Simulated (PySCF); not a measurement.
CH₃, charge +1. Atoms are numbered in the order given.

```xyz
4

C      0.0000     0.0000     0.0000
H      1.0934     0.0000     0.0000
H     -0.5467     0.9469     0.0000
H     -0.5467    -0.9469     0.0000
```
Charge +1, spin multiplicity 1.

Geometry: ωB97X-D3(BJ)/def2-TZVPD.

Computed with TDA-PBE/def2-TZVPD in PySCF.

Vertical excitations; the highest root listed may be one member of a degenerate set.  State labels are in the subgroup C2v.

```tsv
state	symmetry	energy (eV)	λ (nm)	f	main pairs
S1	A2	5.82	213	0.000	HOMO→LUMO (degenerate set)
S2	B2	5.82	213	0.000	HOMO−1→LUMO (degenerate set)
S3	A1	14.19	87	0.159	HOMO−1→LUMO+1 (degenerate set)
S4	B1	14.19	87	0.159	HOMO→LUMO+1 (degenerate set)
S5	B2	14.39	86	0.161	HOMO−2→LUMO 91 %
S6	B1	15.51	80	0.000	HOMO→LUMO+3 50 %, HOMO−1→LUMO+2 50 %
S7	A1	16.11	77	0.241	HOMO−1→LUMO+3, HOMO→LUMO+2, HOMO→LUMO+4, HOMO−1→LUMO+5 (degenerate set)
S8	B1	16.11	77	0.242	HOMO−1→LUMO+2, HOMO→LUMO+3, HOMO−1→LUMO+4, HOMO→LUMO+5 (degenerate set)
S9	A1	16.49	75	0.000	HOMO→LUMO+2 33 %, HOMO−1→LUMO+3 33 %, HOMO−1→LUMO+5 14 %, HOMO→LUMO+4 14 %
S10	B1	16.92	73	0.000	HOMO→LUMO+5 50 %, HOMO−1→LUMO+4 50 %
T1	A2	4.56	272	0	HOMO→LUMO (degenerate set)
T2	B2	4.56	272	0	HOMO−1→LUMO (degenerate set)
T3	B2	10.47	118	0	HOMO−2→LUMO 99 %
T4	B1	13.22	94	0	HOMO→LUMO+1 93 %
```
Triplets are in the Tamm–Dancoff approximation.
